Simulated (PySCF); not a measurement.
Gas-phase reaction: GeCl4 + GeH2 = GeHCl3 + GeHCl

Computed with PySCF (xtb for GFN2) and rigid-rotor harmonic-oscillator thermochemistry at 1 bar. † marks an energy on the PBE0/def2-TZVP geometry and frequencies; other levels use their own. CCSD(T) freezes the core. All species are closed-shell singlets. B3LYP is the form with VWN-RPA correlation. Ge: all electrons, no relativistic terms. GeH2, GeHCl: computed as isolated molecules; such fragments, hydroxides, amides, oligomers or adducts are transient or little studied in the gas. CCSD(T) isn't extrapolated to the basis-set limit; its ΔH°(298 K) is -48.5 kJ in def2-SVP and -55.2 kJ in def2-TZVPP. The harmonic model lacks anharmonicity and excited electronic states, which grow with temperature; levels with a mode under 35 cm⁻¹ are left out.

```json
[
 {"level": "B3LYP/def2-TZVP†", "ΔE electronic, kJ": "-75", "ΔH°(298 K), kJ": "-71", "ΔS°(298 K), J/K": "25", "ΔG°(1200 K), kJ": "-97"},
 {"level": "BLYP/def2-TZVP†", "ΔE electronic, kJ": "-79", "ΔH°(298 K), kJ": "-75", "ΔS°(298 K), J/K": "25", "ΔG°(1200 K), kJ": "-102"},
 {"level": "CCSD(T)/def2-SVP†", "ΔE electronic, kJ": "-53", "ΔH°(298 K), kJ": "-49", "ΔS°(298 K), J/K": "25", "ΔG°(1200 K), kJ": "-75"},
 {"level": "GFN2-xTB", "ΔE electronic, kJ": "-91", "ΔH°(298 K), kJ": "-89", "ΔS°(298 K), J/K": "19", "ΔG°(1200 K), kJ": "-110"},
 {"level": "r2SCAN/def2-TZVP†", "ΔE electronic, kJ": "-70", "ΔH°(298 K), kJ": "-65", "ΔS°(298 K), J/K": "25", "ΔG°(1200 K), kJ": "-92"},
 {"level": "ωB97M-V/def2-TZVP†", "ΔE electronic, kJ": "-64", "ΔH°(298 K), kJ": "-60", "ΔS°(298 K), J/K": "25", "ΔG°(1200 K), kJ": "-86"}
]
```
ΔH° is lowest at GFN2-xTB and highest at CCSD(T)/def2-SVP†. No reference value is set beside these.
